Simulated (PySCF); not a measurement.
cyclopenta-2,4-dien-1-one (C5H4O), SMILES O=C1C=CC=C1.

Geometry optimised at PBE0-D3(BJ)/def2-SVP.

Level of theory: TDA-B3LYP/def2-SVPD (PySCF).

Vertical excitations. Gas-phase values at a fixed geometry. State labels are in the subgroup C2v.

**Question.** Give excitation energies, oscillator strengths and character. (Estimate from the structure and the level; the computed values follow.)

**Answer.** 
```csv
state,symmetry,energy (eV),λ (nm),f,main pairs
S1,A2,2.76,449,0.000,HOMO−1→LUMO 99 %
S2,B2,3.11,398,0.009,HOMO→LUMO 97 %
S3,A1,6.06,204,0.112,"HOMO−2→LUMO 65 %, HOMO→LUMO+2 29 %"
S4,B1,6.35,195,0.001,HOMO−3→LUMO 99 %
S5,A2,6.71,185,0.000,HOMO→LUMO+1 99 %
S6,A2,7.13,174,0.000,"HOMO−1→LUMO+5 34 %, HOMO−7→LUMO 33 %, HOMO−4→LUMO 30 %"
S7,B1,7.21,172,0.003,"HOMO−5→LUMO 82 %, HOMO−1→LUMO+2 16 %"
S8,A2,7.25,171,0.000,"HOMO−4→LUMO 67 %, HOMO−7→LUMO 26 %"
S9,B1,7.30,170,0.000,"HOMO−1→LUMO+2 83 %, HOMO−5→LUMO 16 %"
S10,B1,7.34,169,0.038,HOMO→LUMO+3 99 %
T1,B2,1.88,658,0,HOMO→LUMO 98 %
T2,A2,2.24,552,0,HOMO−1→LUMO 98 %
T3,A1,3.92,316,0,HOMO−2→LUMO 90 %
T4,A1,5.58,222,0,"HOMO→LUMO+2 56 %, HOMO−6→LUMO 36 %"
```
Triplets are in the Tamm–Dancoff approximation.
